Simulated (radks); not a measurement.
Polarisability of the silicon ion Si3+, [Ne] 3s1, at imaginary frequency. Method: scalar-relativistic Kohn-Sham, LB94 model potential, spin-polarised, spherical densities, finite nucleus; open shells are filled with parallel spins first; Fermi nuclear charge, rms radius 3.1224 fm; computed with a radial shooting solver on a logarithmic mesh with Libxc functionals. Response by self-consistent Sternheimer equations with the Hartree and adiabatic LDA kernel, the relativistic mass of each level held fixed and spin-orbit coupling left out.

| w (hartree) | alpha1(iw) (bohr^3) | alpha2(iw) (bohr^5) |
|---|---|---|
| 0.00266 | 6.276 | 11.75 |
| 0.0143 | 6.266 | 11.74 |
| 0.0360 | 6.212 | 11.72 |
| 0.0697 | 6.042 | 11.64 |
| 0.118 | 5.650 | 11.45 |
| 0.186 | 4.932 | 11.04 |
| 0.280 | 3.895 | 10.26 |
| 0.413 | 2.737 | 8.941 |
| 0.605 | 1.729 | 7.059 |
| 0.892 | 1.015 | 4.875 |
| 1.35 | 0.5783 | 2.882 |
| 2.12 | 0.3308 | 1.447 |
| 3.59 | 0.1879 | 0.6081 |
| 6.94 | 0.09006 | 0.1999 |
| 17.5 | 0.02339 | 0.03856 |

Static values: alpha1 = 6.276 bohr^3 (0.9300 angstrom^3; uncoupled 7.446), alpha2 = 11.75 bohr^5, alpha3 = 42.55 bohr^7. C6 = 11.05, C8 = 139.7, triple-dipole C9 = 50.25 atomic units. One-pole (London) frequency 4 C6 / (3 alpha1^2) = 0.374 hartree, against 1.706 for minus the highest occupied eigenvalue.
